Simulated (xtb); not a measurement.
F6Sb, charge -1, singlet, at a GFN2-xTB geometry; GFN2-xTB in xtb.

The xtb input:
```
$ xtb mol.xyz --gfn 2 --chrg -1 --json

# file mol.xyz
7

F     -0.44409035    -1.33755003    -1.30118803
Sb     0.00000000    -0.00000000    -0.00000000
F      1.86128177    -0.22198035    -0.40706450
F      0.13326868    -1.35684607     1.34927937
F     -0.13326868     1.35684607    -1.34927937
F      0.44409035     1.33755003     1.30118803
F     -1.86128177     0.22198035     0.40706450
```

The log (banner, timings and long lists left out):

```
   ID    Z sym.   atoms
    1    9 F      1, 3-7
    2   51 Sb     2

           -------------------------------------------------
          |                Calculation Setup                |
           -------------------------------------------------

           -------------------------------------------------
          |                 G F N 2 - x T B                 |
           -------------------------------------------------

          ...................................................
          :                      SETUP                      :
          :.................................................:
          :  # basis functions                  34          :
          :  # atomic orbitals                  33          :
          :  # shells                           15          :
          :  # electrons                        48          :
          :  max. iterations                   250          :
          :  Hamiltonian                  GFN2-xTB          :
          :  restarted?                      false          :
          :  GBSA solvation                  false          :
          :  PC potential                    false          :
          :  electronic temp.          300.0000000     K    :
          :  accuracy                    1.0000000          :
          :  -> integral cutoff          0.2500000E+02      :
          :  -> integral neglect         0.1000000E-07      :
          :  -> SCF convergence          0.1000000E-05 Eh   :
          :  -> wf. convergence          0.1000000E-03 e    :
          :  Broyden damping             0.4000000          :
          :  net charge                         -1          :
          :  unpaired electrons                  0          :
          ...................................................

 iter      E             dE          RMSdq      gap      omega  full diag
   1    -30.9923618 -0.309924E+02  0.768E+00    7.44       0.0  T
   2    -31.0327278 -0.403660E-01  0.451E+00    8.17       1.0  T
   3    -31.0162266  0.165012E-01  0.234E+00    7.77       1.0  T
   4    -31.0633584 -0.471318E-01  0.516E-01    8.14       1.0  T
   5    -31.0639328 -0.574314E-03  0.102E-01    8.19       1.0  T
   6    -31.0639213  0.114867E-04  0.651E-02    8.18       1.0  T
   7    -31.0639471 -0.257840E-04  0.121E-02    8.19       3.1  T
   8    -31.0639473 -0.286530E-06  0.798E-03    8.19       4.7  T
   9    -31.0639474 -0.966099E-07  0.114E-03    8.20      33.1  T
  10    -31.0639475 -0.198116E-07  0.103E-05    8.20    3670.7  T
  11    -31.0639475 -0.223821E-12  0.327E-06    8.20   11556.4  T

   *** convergence criteria satisfied after 11 iterations ***

         :::::::::::::::::::::::::::::::::::::::::::::::::::::
         ::                     SUMMARY                     ::
         :::::::::::::::::::::::::::::::::::::::::::::::::::::
         :: total energy             -31.053715035259 Eh    ::
         :: gradient norm              0.000017239630 Eh/a0 ::
         :: HOMO-LUMO gap              8.195030666835 eV    ::
         ::.................................................::
         :: SCC energy               -31.063945675118 Eh    ::
         :: -> isotropic ES            0.211045530352 Eh    ::
         :: -> anisotropic ES         -0.013545796315 Eh    ::
         :: -> anisotropic XC         -0.017853033808 Eh    ::
         :: -> dispersion             -0.004692612223 Eh    ::
         :: repulsion energy           0.010230639859 Eh    ::
         :: add. restraining           0.000000000000 Eh    ::
         :: total charge              -1.000000000000 e     ::
         :::::::::::::::::::::::::::::::::::::::::::::::::::::

           -------------------------------------------------
          |                Property Printout                |
           -------------------------------------------------

    * Orbital Energies and Occupations

         #    Occupation            Energy/Eh            Energy/eV
[...]
        13        2.0000           -0.3636521              -9.8955
        14        2.0000           -0.3464955              -9.4286
        15        2.0000           -0.3464955              -9.4286
        16        2.0000           -0.3464955              -9.4286
        17        2.0000           -0.3444703              -9.3735
        18        2.0000           -0.3444703              -9.3735
        19        2.0000           -0.3444703              -9.3735
        20        2.0000           -0.3443415              -9.3700
        21        2.0000           -0.3443415              -9.3700
        22        2.0000           -0.3443415              -9.3700
        23        2.0000           -0.3420790              -9.3084
        24        2.0000           -0.3420790              -9.3084 (HOMO)
        25                         -0.0409172              -1.1134 (LUMO)
        26                          0.1614421               4.3931
        27                          0.1614421               4.3931
        28                          0.1614421               4.3931
        29                          0.2404210               6.5422
        30                          0.2404210               6.5422
        31                          0.2404210               6.5422
        32                          1.3126285              35.7184
        33                          1.3126285              35.7184
      -------------------------------------------------------------
                  HL-Gap            0.3011618 Eh            8.1950 eV
             Fermi-level           -0.1914981 Eh           -5.2109 eV

     #   Z          covCN         q      C6AA      α(0)
     1   9 F        0.720    -0.256    11.838     4.063
     2  51 Sb       4.320     0.536   347.753    35.501
     3   9 F        0.720    -0.256    11.838     4.063
     4   9 F        0.720    -0.256    11.838     4.063
     5   9 F        0.720    -0.256    11.838     4.063
     6   9 F        0.720    -0.256    11.838     4.063
     7   9 F        0.720    -0.256    11.838     4.063

 Mol. C6AA /au·bohr⁶  :       1476.172019
 Mol. C8AA /au·bohr⁸  :      74703.081697
 Mol. α(0) /au        :         59.879074

Wiberg/Mayer (AO) data.
largest (>0.10) Wiberg bond orders for each atom

 ---------------------------------------------------------------------------
     #   Z sym  total        # sym  WBO       # sym  WBO       # sym  WBO
 ---------------------------------------------------------------------------
     1   9 F    1.173 --     2 Sb   0.846
     2  51 Sb   5.073 --     7 F    0.846     3 F    0.846     1 F    0.846
                             6 F    0.846     5 F    0.846     4 F    0.846
     3   9 F    1.173 --     2 Sb   0.846
     4   9 F    1.173 --     2 Sb   0.846
     5   9 F    1.173 --     2 Sb   0.846
     6   9 F    1.173 --     2 Sb   0.846
     7   9 F    1.173 --     2 Sb   0.846
 ---------------------------------------------------------------------------

Topologies differ in total number of bonds
Writing topology from bond orders to xtbtopo.mol

molecular dipole:
                 x           y           z       tot (Debye)
 q only:       -0.000      -0.000       0.000
   full:       -0.000      -0.000       0.000       0.000
molecular quadrupole (traceless):
                xx          xy          yy          xz          yz          zz
 q only:        0.000       0.000      -0.000       0.000       0.000      -0.000
  q+dip:        0.000       0.000      -0.000       0.000       0.000      -0.000
   full:        0.000       0.000      -0.000       0.000       0.000      -0.000

           -------------------------------------------------
          | TOTAL ENERGY              -31.053715035259 Eh   |
          | GRADIENT NORM               0.000017239630 Eh/α |
          | HOMO-LUMO GAP               8.195030666835 eV   |
           -------------------------------------------------

normal termination of xtb
```
